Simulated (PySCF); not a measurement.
SCF from a fresh guess for quintet ClPdN, at the PBE0 minimum. PySCF input:

```python
from pyscf import gto, scf, dft
mol = gto.M(atom='''
Pd     0.000000    -0.368950    -0.000000
N     -1.478850    -1.670490     0.000000
Cl     0.592200     1.786310     0.000000''',
    basis={'Pd': 'def2-TZVP', 'N': 'def2-TZVP', 'Cl': 'def2-TZVP'},
    ecp={'Pd': 'def2-TZVP'},
    charge=0, spin=4)
mf = dft.UKS(mol, xc='PBE0')
mf.grids.atom_grid = (50, 194)
aux = {'Pd': 'def2-universal-JKFIT', 'N': 'def2-universal-JKFIT', 'Cl': 'def2-universal-JKFIT'}
mf = mf.density_fit(auxbasis=aux)
mf.conv_tol = 1e-08
mf.diis_space = 10
mf.max_cycle = 60
mf.init_guess = 'minao'
mf.verbose = 4
mf.kernel()
```

Excerpt of the output (cycles alone):

```
init E= -633.039110132707
cycle= 1 E= -640.74423658619  delta_E= -7.71  |g|= 2.21  |ddm|=  3.5
cycle= 2 E= -622.048894413941  delta_E= 18.7  |g|=  4.6  |ddm|= 9.98
cycle= 3 E= -641.446145912698  delta_E= -19.4  |g|= 1.43  |ddm|= 9.87
cycle= 4 E= -642.037403475463  delta_E= -0.591  |g|= 0.968  |ddm|= 1.79
cycle= 5 E= -642.244211401379  delta_E= -0.207  |g|= 0.755  |ddm|=  1.1
cycle= 6 E= -642.502350670512  delta_E= -0.258  |g|= 0.261  |ddm|= 0.622
cycle= 7 E= -642.530420193601  delta_E= -0.0281  |g|= 0.0809  |ddm|= 0.213
cycle= 8 E= -642.534451373882  delta_E= -0.00403  |g|= 0.0134  |ddm|= 0.0931
cycle= 9 E= -642.534776362501  delta_E= -0.000325  |g|= 0.00964  |ddm|= 0.0306
cycle= 10 E= -642.534911687562  delta_E= -0.000135  |g|= 0.00414  |ddm|= 0.021
cycle= 11 E= -642.534967035067  delta_E= -5.53e-05  |g|= 0.00199  |ddm|= 0.0172
cycle= 12 E= -642.534978861711  delta_E= -1.18e-05  |g|= 0.00111  |ddm|= 0.00746
cycle= 13 E= -642.534984447232  delta_E= -5.59e-06  |g|= 0.000977  |ddm|= 0.00609
cycle= 14 E= -642.534986086261  delta_E= -1.64e-06  |g|= 0.000768  |ddm|= 0.00262
cycle= 15 E= -642.534987622032  delta_E= -1.54e-06  |g|= 0.000238  |ddm|= 0.00334
cycle= 16 E= -642.534988253165  delta_E= -6.31e-07  |g|= 0.000148  |ddm|= 0.00288
cycle= 17 E= -642.534988337281  delta_E= -8.41e-08  |g|= 8.8e-05  |ddm|= 0.00063
cycle= 18 E= -642.534988411301  delta_E= -7.4e-08  |g|= 4.87e-05  |ddm|= 0.00127
cycle= 19 E= -642.534988414569  delta_E= -3.27e-09  |g|= 1.12e-05  |ddm|= 0.00018
Extra cycle  E= -642.534988414553  delta_E= 1.58e-11  |g|= 1.72e-05  |ddm|= 2.07e-05
converged SCF energy = -642.534988414553  <S^2> = 6.0183733  2S+1 = 5.0073439
```

This is not the lowest solution: another start and a stability analysis within the same unrestricted form found one 15.7 kJ/mol lower, at -642.54097 Eh.

Open d and f shells are described by one determinant, and the ground state may have another occupation or spin.

The search for the lowest solution, 3 starts and the stability check together, took 9.9 s on 4 threads of a shared Arm Neoverse V2 host, with 108 basis functions; the process peaked at 0.48 GiB. Launch command: `OMP_NUM_THREADS=4 python axn.py task.json out`.
